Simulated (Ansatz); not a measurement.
Start from `[CH3][Ga]([Cl])[C]#N` and change one element to get `[CH3][In]([Cl])[C]#N`.

Ansatz, PBE0-D4/def2-TZVP geometries, multiplicity 1. 

Elements past krypton have def2 core potentials. Scalar relativity is left out up to krypton.

```csv
property,`[CH3][Ga]([Cl])[C]#N`
HOMO energy (ωB97M-V/def2-TZVPP) / eV,-11.31
HOMO–LUMO gap (PBE/def2-TZVPP) / eV,4.67
LUMO energy (ωB97M-V/def2-TZVPP) / eV,-0.38
HOMO energy (PBE/def2-TZVPP) / eV,-7.67
HOMO energy (PBE0/def2-TZVPP) / eV,-9.07
HOMO–LUMO gap (B3LYP/def2-TZVPP) / eV,6.35
```

(1) Give the same properties after the change, and the shifts. (An estimate is asked.)

Answers

(1) Ansatz gave: 
| property | `[CH3][In]([Cl])[C]#N` | shift |
| --- | --- | --- |
| HOMO energy (ωB97M-V/def2-TZVPP) / eV | -11.00 | 0.31 |
| HOMO–LUMO gap (PBE/def2-TZVPP) / eV | 4.42 | -0.25 |
| LUMO energy (ωB97M-V/def2-TZVPP) / eV | -0.61 | -0.23 |
| HOMO energy (PBE/def2-TZVPP) / eV | -7.42 | 0.25 |
| HOMO energy (PBE0/def2-TZVPP) / eV | -8.78 | 0.29 |
| HOMO–LUMO gap (B3LYP/def2-TZVPP) / eV | 5.98 | -0.37 |

With PBE0 the HOMO rises by 0.29 eV and the LUMO falls by 0.07 eV, so the gap narrows by about 0.36 eV. PBE moves the HOMO by 0.25 eV and ωB97M-V by 0.31 eV.

B3LYP here is the variant with VWN-RPA as its local correlation; programs differ in this.
